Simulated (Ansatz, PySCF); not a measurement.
C2H7AlClN, SMILES C[N](C)[AlH][Cl]. Atoms are numbered in the order given.

```xyz
12

Al     0.1024    -0.5820     0.6384
H     -0.2073    -1.2942     2.0020
Cl     1.6777    -1.2388    -0.6112
N     -0.8594     0.8076     0.0889
C     -0.6465     1.5259    -1.1541
C     -1.9616     1.3382     0.8702
H     -1.5432     1.4895    -1.8042
H     -0.4210     2.5957    -0.9727
H      0.1952     1.0940    -1.7155
H     -1.7963     2.3991     1.1453
H     -2.9185     1.2939     0.3129
H     -2.0946     0.7695     1.8047
```

Geometry optimised at B3LYP-D3(BJ)/def2-SVP. The structure was generated by enumeration; whether it is a known compound was not checked. The values are those of a single conformer.

Two levels are set side by side: PBE-D3(BJ)/def2-SVP (Ansatz, a first-principles code) and B3LYP-D3(BJ)/def2-SVP (Ansatz). Each level has its own optimised geometry; the coordinates shown are those of the second. Frequencies come from the Hessian of PySCF at each geometry. Differences are taken from unrounded values.

| quantity | B3LYP-D3(BJ) | PBE-D3(BJ) | PBE-D3(BJ) minus B3LYP-D3(BJ) |
|---|---|---|---|
| mean bond length (Å) | 1.364 | 1.371 | 0.008 |
| bond Al1–Cl3 (Å) | 2.115 | 2.123 | 0.007 |
| bond Al1–N4 (Å) | 1.777 | 1.790 | 0.013 |
| bond N4–C5 (Å) | 1.451 | 1.452 | 0.001 |
| bond N4–C6 (Å) | 1.451 | 1.452 | 0.001 |
| bond Al1–H2 (Å) | 1.569 | 1.584 | 0.015 |
| bond C5–H7 (Å) | 1.108 | 1.116 | 0.008 |
| bond C5–H8 (Å) | 1.108 | 1.116 | 0.008 |
| bond C5–H9 (Å) | 1.100 | 1.108 | 0.008 |
| bond C6–H10 (Å) | 1.108 | 1.117 | 0.008 |
| bond C6–H11 (Å) | 1.108 | 1.117 | 0.008 |
| bond C6–H12 (Å) | 1.102 | 1.110 | 0.008 |
| highest harmonic wavenumber (cm⁻¹) | 3115 | 3054 | -62 |
| mean harmonic wavenumber (cm⁻¹) | 1326 | 1289 | -37 |
| zero-point energy (kcal/mol) | 56.88 | 55.30 | -1.58 |

GGA bonds tend to be longer and softer than those of functionals with exact exchange. Differences between two approximate levels are no errors against the true value.
